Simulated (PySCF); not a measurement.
Species: HBr.
Geometry (PBE0-D3(BJ)/def2-TZVP, Å), atoms numbered from 1 in this order:
```
atom  x, y, z in Å
Br1   -0.6467   -0.2840    0.0419
H2     0.6640    0.2552   -0.0540
```

Computed with TDDFT CAM-B3LYP/aug-cc-pVTZ, vertical, gas phase, core orbitals frozen in the response in PySCF. Geometry: PBE0-D3(BJ)/def2-TZVP; no solvent, vibrations or thermal averaging. The CAM-B3LYP/aug-cc-pVTZ calculation is non-relativistic and has no spin–orbit coupling, an omission that weighs most on bromine.

Transition dipole moments from the ground state, in atomic units and in the frame of the coordinates above (overall signs are arbitrary), for the states with f of 0.002 or more among the lowest 10:

```
state  E (hartree)      μx      μy      μz
   S1       0.2408   0.103  -0.281  -0.178
   S2       0.2408   0.086  -0.157   0.298
   S3       0.3074   0.095  -0.109   0.692
   S4       0.3074   0.255  -0.645  -0.136
   S5       0.3283  -0.030   0.104   0.180
   S6       0.3283   0.075  -0.164   0.107
  S10       0.3506  -0.166  -0.068   0.012
```

Problem. Work out the oscillator strengths.

Solution. f = (2/3) ΔE |μ|² with ΔE in hartree (27.2114 eV).

```tsv
state	|μ|² (au)	|μ| (D)	f
S1	0.121	0.88	0.019
S2	0.121	0.88	0.019
S3	0.499	1.80	0.102
S4	0.499	1.80	0.102
S5	0.044	0.53	0.010
S6	0.044	0.53	0.010
S10	0.032	0.46	0.008
```

Problem. What is the point group, and which symmetry does each of these states have?

Solution. C∞v. The ground state is totally symmetric, so the direction of μ fixes the label. Polarised along the molecular axis, so Σ+: S10. Polarised across the molecular axis, so Π: S1, S2, S3, S4, S5 and S6.

Problem. What peak molar absorption coefficient would the strongest computed level give as a lone Gaussian band 0.5 eV wide at half height?

Solution. ε(max) = 2.175×10⁸ f / FWHM, with the width in cm⁻¹. S3/S4 (f summed): 2.175×10⁸ × 0.2047 / 4033 ≈ 11000 L mol⁻¹ cm⁻¹.

S1/S2, S3/S4 and S5/S6 coincide within about 0.01 eV; within a degenerate level the directions of the single components are arbitrary.
